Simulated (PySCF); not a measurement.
**Worked example: dipole moment from atomic charges**

MoOCl3, SMILES [O]=[Mo]([Cl])([Cl])[Cl] (connectivity only; charge and spin as stated), neutral, multiplicity 2. Atoms are numbered in the order given.

```xyz
5

Mo    -0.0665    -0.2988     0.0000
O      0.1734    -1.9236     0.0000
Cl    -2.1730     0.5288     0.0000
Cl     1.1278     0.5573    -1.7150
Cl     1.1278     0.5573     1.7150
```
Charge 0, spin multiplicity 2.

The structure is a stationary point at PBE0-D3(BJ)/def2-SVP. The geometry has at least one imaginary mode, so it is a saddle point at that level. The spin state was assumed, not searched. The isomer is the one that the SMILES or the coordinates give; other isomers of the formula were not compared. The def2 effective core potentials stand for the cores of Mo; spin–orbit coupling is left out.

Charges (e) from ωB97X/def2-TZVP in PySCF:

```
atom  Mulliken  ESP fit
----  --------  -------
Mo1      1.373    0.563
O2      -0.441   -0.180
Cl3     -0.328   -0.093
Cl4     -0.302   -0.145
Cl5     -0.302   -0.145
```

The dipole moment of the full density is 0.94 D.

Q: What dipole moment does each set of point charges give, and which comes closer to that of the density?

A: 
μ = Σ q r, and 1 e Å = 4.8032 D.
Mulliken: Σ q r = (-0.136, -0.072, 0.000) e Å, |μ| = 0.74 D.
ESP fit: Σ q r = (-0.194, -0.033, 0.000) e Å, |μ| = 0.94 D.
ESP fit comes closer in size. Point charges leave out the atoms' own dipoles (lone pairs, polarised bonds); fits to the potential absorb them, partitions of the density don't.
